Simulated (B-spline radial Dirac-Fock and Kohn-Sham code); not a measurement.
**Core-hole lifetimes of Ti⁷⁺**

System: titanium as Ti⁷⁺ in the configuration 1s2 2s2 2p6 3s2 3p3.

These are calculated numbers from an atomic code on a B-spline grid; the model is a relativistic independent-particle model: LDA orbitals of the hole state, radiative multipoles to third order, Auger rates from the Coulomb interaction with a continuum orbital, Dirac-Fock energies.

Partial widths are in eV. Coster-Kronig decay leaves a hole in the same principal shell; its rates are the weakest part of the model, often 1.5 to 2.5 times too large and more for N holes. Holes without an open Auger channel, or with an unreliable SCF state, are not listed.

```tsv
hole	radiative	Auger	Coster-Kronig	total	fluorescence yield	lifetime (fs)
1s	0.191	0.669	0	0.860	0.222	0.766
2s	0.000897	0.144	0	0.145	0.00619	4.54
2p3/2	0.000103	0.0935	0	0.0936	0.00110	7.03
```
